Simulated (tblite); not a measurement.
Compound: C5H10ClO (doublet state).
Structure used (GFN2-xTB), in Å, numbered top down from 1:
```xyz
17
C5H10ClO angstrom
C      2.0789    0.2852    0.3142
C      0.9215   -0.5889   -0.1540
C     -0.4521   -0.0426    0.2549
C     -1.5280   -1.1143   -0.0658
O     -1.5159   -2.1896    0.6691
C     -0.7836    1.2545   -0.4653
Cl    -2.4272    1.8079   -0.0266
H      2.0785    1.2498   -0.1875
H      3.0231   -0.2072    0.0953
H      2.0225    0.4501    1.3874
H      1.0179   -1.5816    0.2890
H      0.9584   -0.7014   -1.2401
H     -0.4584    0.1222    1.3363
H     -1.5559   -1.3320   -1.1621
H     -2.5078   -0.5789    0.0948
H     -0.7745    1.1210   -1.5479
H     -0.1044    2.0578   -0.1850
```

The geometry is computed with GFN2-xTB (gas phase). This method treats the open shell by occupation alone, without spin polarisation.

Take the most abundant isotopes and a rigid rotor. The values belong to one conformer with, in the numbering `[CH3:1][CH2:2][C@H:3]([CH2:4][O:5])[CH2:6][Cl:7]`, C1–C2–C3–C4 -171°, C2–C3–C4–O5 70°, C2–C3–C6–Cl7 177°.

**Question.** Give the principal moments of inertia and the rotational constants in GHz.

**Answer.** Ia = 210.19, Ib = 349.08, Ic = 525.98 u·Å²; 505379 MHz·u·Å²/I gives 2404, 1448 and 960.8 MHz, that is A = 2.4043, B = 1.4477, C = 0.9608 GHz.

**Question.** Classify the top.

**Answer.** An asymmetric top: κ = (2 × 1448 − 2404 − 960.8)/(2404 − 960.8) ≈ -0.33.

**Question.** Is it planar, by Δ = Ic − Ia − Ib?

**Answer.** Not planar: Δ = Ic − Ia − Ib = -33.29 u·Å². For a rigid frame Δ = −2 Σ m c², so Σ m c² = 16.65 u·Å² lies off the ab plane: 9.71 from hydrogen and 6.94 from heavier atoms. The atom farthest from that plane is 1.46 Å away.

**Question.** Where do the levels up to J = 4 lie, in MHz?

**Answer.** Above 0(0,0):
J = 1: 1(0,1) 2409, 1(1,1) 3365, 1(1,0) 3852
J = 2: 2(0,2) 7082, 2(1,2) 7695, 2(1,1) 9156, 2(2,1) 12026, 2(2,0) 12170
J = 3: 3(0,3) 13799, 3(1,3) 14111, 3(1,2) 17004, 3(2,2) 19252, 3(2,1) 19904, 3(3,1) 25332, 3(3,0) 25360
J = 4: 4(0,4) 22416, 4(1,4) 22549, 4(1,3) 27233, 4(2,3) 28772, 4(2,2) 30437, 4(3,2) 35189, 4(3,1) 35374, 4(4,1) 43401, 4(4,0) 43405
The levels of one J sum to (2J + 1)J(J + 1)(A + B + C)/3.

**Question.** Estimate the classical rotational partition function at 25 K, 50 K and 500 K.

**Answer.** Point group C1, symmetry number σ = 1; q = (√π/σ)·√((kT/h)³/(ABC)), k/h = 20836.6 MHz/K: 11500 at 25 K, 32600 at 50 K, 1030000 at 500 K.

For this open shell read J as N, the rotation without spin; fine and hyperfine splittings come on top. Its GFN2-xTB frequencies are all real (lowest 74 cm⁻¹). Zero-point vibration and centrifugal distortion are left out.

The run took 0.67 s on one thread, Arm Neoverse V1 (aarch64), shared host with 32 logical CPUs at a one-minute load of 21. This is the geometry optimisation.
